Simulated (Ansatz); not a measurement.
`[SiH3][O][AlH][SiH3]` and `[SiH3][O][AlH][Br]` differ in one atom or group.

Ansatz, PBE0-D4/def2-TZVP geometries, multiplicity 1. Each molecule was computed in one conformer, which needn't be the lowest.

Scalar relativity is left out up to krypton. Spin–orbit coupling is left out; it splits and shifts lone-pair levels of the heavy atoms by tenths of an eV.

```csv
property,`[SiH3][O][AlH][SiH3]`
HOMO–LUMO gap (PBE/def2-TZVPP) / eV,4.06
LUMO energy (PBE0/def2-TZVPP) / eV,-1.62
HOMO–LUMO gap (B3LYP/def2-TZVPP) / eV,5.58
HOMO–LUMO gap (ωB97M-V/def2-TZVPP) / eV,9.61
size of the dipole moment (B3LYP/def2-TZVPP) / D,0.30
HOMO energy (B3LYP/def2-TZVPP) / eV,-7.38
```

Question: Give the same properties after the change, and the shifts. (Estimate.)

Answer: Ansatz gave: 
```csv
property,`[SiH3][O][AlH][Br]`,shift
HOMO–LUMO gap (PBE/def2-TZVPP) / eV,5.48,1.42
LUMO energy (PBE0/def2-TZVPP) / eV,-1.08,0.54
HOMO–LUMO gap (B3LYP/def2-TZVPP) / eV,7.07,1.49
HOMO–LUMO gap (ωB97M-V/def2-TZVPP) / eV,11.40,1.79
size of the dipole moment (B3LYP/def2-TZVPP) / D,0.85,0.55
HOMO energy (B3LYP/def2-TZVPP) / eV,-8.35,-0.97
```

With PBE0 the HOMO falls by 1.06 eV and the LUMO rises by 0.54 eV, so the gap widens by about 1.60 eV. PBE moves the HOMO by -0.89 eV and ωB97M-V by -1.27 eV. Dipoles are sizes alone; their direction can turn.

B3LYP here is the variant with VWN-RPA as its local correlation; programs differ in this.
